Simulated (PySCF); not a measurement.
Gas-phase reaction: InCl₃.NH₃ + 2 InH + 4 H = 3 InH₂Cl + NH₃

Method: PySCF energies plus ideal-gas RRHO corrections (1 bar). † marks an energy on the PBE0/def2-TZVP geometry and frequencies; other levels use their own. MP2 freezes the core. Open shells (unrestricted): H (multiplicity 2); the rest are closed-shell singlets. B3LYP is the form with VWN-RPA correlation. In: scalar-relativistic def2 core potential, no spin-orbit coupling. Adducts (InCl₃.NH₃) have no counterpoise correction, and HF, PBE, BLYP, B3LYP and PBE0 lack dispersion. InCl₃.NH₃, InH, InH₂Cl: computed as isolated molecules; such fragments, hydroxides, amides, oligomers or adducts are transient or little studied in the gas. MP2 isn't extrapolated to the basis-set limit; its ΔH°(298 K) is -705.4 kJ in def2-SVP and -749.4 kJ in def2-TZVPP. The harmonic model lacks anharmonicity and excited electronic states, which grow with temperature; levels with a mode under 35 cm⁻¹ are left out. Soft modes under 120 cm⁻¹ make the harmonic entropy rough for InCl₃.NH₃.

| level | ΔE electronic, kJ | ΔH°(298 K), kJ | ΔS°(298 K), J/K | ΔG°(1000 K), kJ |
|---|---|---|---|---|
| B3LYP/def2-TZVP† | -850 | -807 | -262 | -521 |
| BLYP/def2-TZVP† | -830 | -786 | -262 | -500 |
| HF/def2-TZVP† | -650 | -607 | -262 | -321 |
| M06-2X/def2-TZVP† | -825 | -781 | -262 | -495 |
| MP2/def2-SVP† | -749 | -705 | -262 | -420 |
| MP2/def2-TZVPP† | -793 | -749 | -262 | -464 |
| PBE/def2-SVP | -783 | -743 | -261 | -458 |
| PBE0/def2-QZVP† | -844 | -800 | -262 | -514 |
| PBE0/def2-SVP† | -797 | -753 | -262 | -467 |
| LDA/def2-TZVP† | -944 | -900 | -262 | -614 |
| ωB97M-V/def2-TZVP† | -865 | -821 | -262 | -536 |
ΔH° is lowest at LDA/def2-TZVP† and highest at HF/def2-TZVP†. No reference value is set beside these.
